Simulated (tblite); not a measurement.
C8H10OP (charge +1).
Numbering: `[CH:1]#[C:2][CH2:3][P@@H+:4]([CH3:5])[c:6]1[cH:7][cH:8][cH:9][o:10]1` (hydrogens: H11 on C1; H12, H13 on C3; H14 on P4; H15, H16, H17 on C5; H18 on C7; H19 on C8; H20 on C9)
Bond orders are those of one Lewis drawing.

Computed with GFN2-xTB (tblite), gas phase: L-BFGS steps from a force-field or distance-geometry start until the largest atomic force falls under 0.01 eV/Å.

Step 33: E = -770.2228 eV
```
atom  x, y, z in Å  |  force x, y, z in eV/Å
C1      3.3783    2.0835   -0.6192   -0.011  -0.038   0.022
C2      2.6783    1.2642   -0.0990    0.012   0.007  -0.024
C3      1.7854    0.3066    0.5257   -0.015  -0.040   0.025
P4      0.5417   -0.2809   -0.6841   -0.040   0.021  -0.034
C5      0.7246   -1.9936   -1.2207    0.001   0.042   0.006
C6     -1.0826   -0.0282   -0.0204   -0.018  -0.006   0.008
C7     -1.6179    0.9929    0.7309   -0.022  -0.001   0.008
C8     -2.9747    0.6625    0.9069   -0.015   0.009   0.001
C9     -3.1665   -0.5283    0.2590    0.030   0.043   0.008
O10    -2.0345   -0.9511   -0.3064   -0.020   0.022   0.005
H11     4.0153    2.8004   -1.0473    0.020  -0.007  -0.006
H12     1.2660    0.7812    1.3643   -0.030   0.014   0.022
H13     2.3402   -0.5519    0.9147    0.085  -0.039  -0.008
H14     0.7177    0.5160   -1.8009   -0.027   0.011  -0.032
H15     1.7780   -2.2103   -1.4071   -0.032  -0.009   0.006
H16     0.3286   -2.6674   -0.4575    0.067   0.023  -0.013
H17     0.1593   -2.1312   -2.1451   -0.002  -0.033   0.046
H18    -1.0959    1.8518    1.1075   -0.087  -0.005  -0.028
H19    -3.7060    1.2406    1.4351    0.015  -0.068   0.000
H20    -4.0405   -1.1459    0.1511    0.089   0.055  -0.012
```

Step 34: E = -770.2244 eV
```
atom  x, y, z in Å  |  force x, y, z in eV/Å
C1      3.3802    2.0817   -0.6179   -0.017  -0.042   0.019
C2      2.6764    1.2636   -0.1008    0.041   0.017  -0.023
C3      1.7852    0.3049    0.5252    0.012  -0.019   0.034
P4      0.5415   -0.2765   -0.6848   -0.049  -0.012  -0.040
C5      0.7229   -1.9891   -1.2179    0.017  -0.007  -0.015
C6     -1.0827   -0.0279   -0.0241   -0.048  -0.007   0.012
C7     -1.6179    0.9914    0.7281   -0.042   0.025   0.021
C8     -2.9740    0.6616    0.9047   -0.044  -0.014   0.013
C9     -3.1668   -0.5286    0.2564    0.042   0.023   0.002
O10    -2.0350   -0.9501   -0.3107   -0.022   0.003   0.002
H11     4.0184    2.7973   -1.0468    0.014  -0.010  -0.002
H12     1.2715    0.7796    1.3671   -0.041   0.004   0.023
H13     2.3419   -0.5551    0.9093    0.076  -0.032  -0.009
H14     0.7158    0.5226   -1.7992   -0.017   0.014  -0.049
H15     1.7761   -2.2077   -1.4063   -0.046   0.004  -0.012
H16     0.3344   -2.6623   -0.4498    0.053   0.037  -0.015
H17     0.1514   -2.1325   -2.1385    0.022  -0.025   0.067
H18    -1.0988    1.8506    1.1048   -0.058   0.023  -0.014
H19    -3.7053    1.2353    1.4367    0.009  -0.047   0.004
H20    -4.0402   -1.1482    0.1518    0.098   0.065  -0.018
```

Step 35: E = -770.2260 eV
```
atom  x, y, z in Å  |  force x, y, z in eV/Å
C1      3.3838    2.0802   -0.6160   -0.012  -0.035   0.009
C2      2.6759    1.2632   -0.1028    0.052   0.010  -0.008
C3      1.7861    0.3037    0.5254    0.035   0.003   0.029
P4      0.5415   -0.2719   -0.6855   -0.036  -0.034  -0.031
C5      0.7192   -1.9847   -1.2151    0.028  -0.047  -0.029
C6     -1.0825   -0.0273   -0.0268   -0.056   0.003   0.012
C7     -1.6188    0.9902    0.7259   -0.049   0.043   0.026
C8     -2.9739    0.6596    0.9021   -0.057  -0.030   0.025
C9     -3.1654   -0.5294    0.2531    0.040  -0.004  -0.005
O10    -2.0340   -0.9495   -0.3150   -0.009  -0.012  -0.003
H11     4.0235    2.7946   -1.0455    0.004  -0.017   0.004
H12     1.2766    0.7804    1.3694   -0.040  -0.017   0.013
H13     2.3457   -0.5573    0.9054    0.051  -0.011  -0.014
H14     0.7144    0.5289   -1.7984   -0.009   0.013  -0.057
H15     1.7706   -2.2068   -1.4099   -0.049   0.019  -0.031
H16     0.3408   -2.6563   -0.4405    0.035   0.044  -0.009
H17     0.1372   -2.1340   -2.1289    0.042  -0.019   0.076
H18    -1.1039    1.8502    1.1028   -0.023   0.054   0.001
H19    -3.7055    1.2279    1.4372   -0.014  -0.014   0.018
H20    -4.0365   -1.1511    0.1506    0.068   0.051  -0.027
```

**Question.** Estimate the geometry and energy of step 36. (The exact step hangs on the optimiser's Hessian estimate; all steps are aligned on step 35, rigid shifts and turns removed.)

**Answer.** E = -770.2275 eV, largest force 0.083 eV/Å
```
atom  x, y, z in Å  |  force x, y, z in eV/Å
C1      3.3891    2.0793   -0.6138    0.001  -0.020  -0.007
C2      2.6775    1.2631   -0.1048    0.046  -0.007   0.018
C3      1.7885    0.3039    0.5263    0.040   0.015   0.010
P4      0.5419   -0.2681   -0.6861   -0.009  -0.035  -0.014
C5      0.7136   -1.9818   -1.2129    0.030  -0.057  -0.024
C6     -1.0819   -0.0260   -0.0282   -0.036   0.024   0.008
C7     -1.6208    0.9897    0.7248   -0.041   0.047   0.021
C8     -2.9746    0.6564    0.8994   -0.047  -0.033   0.032
C9     -3.1619   -0.5314    0.2490    0.020  -0.027  -0.007
O10    -2.0308   -0.9494   -0.3190    0.010  -0.011  -0.002
H11     4.0306    2.7926   -1.0432   -0.003  -0.022   0.007
H12     1.2806    0.7835    1.3706   -0.028  -0.042  -0.003
H13     2.3510   -0.5575    0.9038    0.020   0.013  -0.019
H14     0.7137    0.5342   -1.7986   -0.003   0.004  -0.051
H15     1.7614   -2.2079   -1.4191   -0.035   0.029  -0.047
H16     0.3471   -2.6500   -0.4303    0.019   0.039   0.005
H17     0.1172   -2.1357   -2.1164    0.049  -0.016   0.065
H18    -1.1106    1.8514    1.1020    0.002   0.071   0.011
H19    -3.7073    1.2192    1.4366   -0.041   0.014   0.033
H20    -4.0295   -1.1548    0.1471    0.009   0.016  -0.036
```

The energy changes by -0.0016 eV. The first-order estimate −F·Δx gives -0.0022 eV and the mean of the old and new forces, exact on a quadratic surface, -0.0016 eV. The step makes an angle of 77° with the force vector and moves no atom by more than 0.024 Å.

What follows is the cost of the whole relaxation. Hardware: one thread, Arm Neoverse V1 (aarch64), no GPU, on a shared host. Cost: 1.5 s.
